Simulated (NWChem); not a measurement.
# Extrapolating the UMP2 correlation energy of CF2

```
C
F 1 1.3225
F 1 1.3225 2 120.25
```
Charge 0, spin multiplicity 3.

All runs are NWChem calculations. Structure: optimised with UPBE/def2-SVP, a minimum by its harmonic frequencies.

The correlated methods keep 3 core orbitals frozen. This spin state was chosen for the runs; another may lie lower. The structure started from a generated list of species. The unpaired electrons of the parent sit in orbitals of symmetry a1 and b2 (C2v labels of the run); other states weren't searched. The stability of the SCF solutions was not checked. Open-shell Hartree-Fock references start from PBE0 orbitals; any time given for them includes that run.

Worked example. The UMP2 correlation energy is -600.33 mHa in cc-pVTZ and -654.49 mHa in cc-pVQZ. The form E(X) = E∞ + A/X³ turns the pair into an estimate of the basis-set limit.

E∞ = (4³·(-654.49) − 3³·(-600.33))/(4³ − 3³) = -694.0 mHa. The larger basis holds 94 % of that, at about 7 times the processor time of the smaller one. This is a two-point estimate.
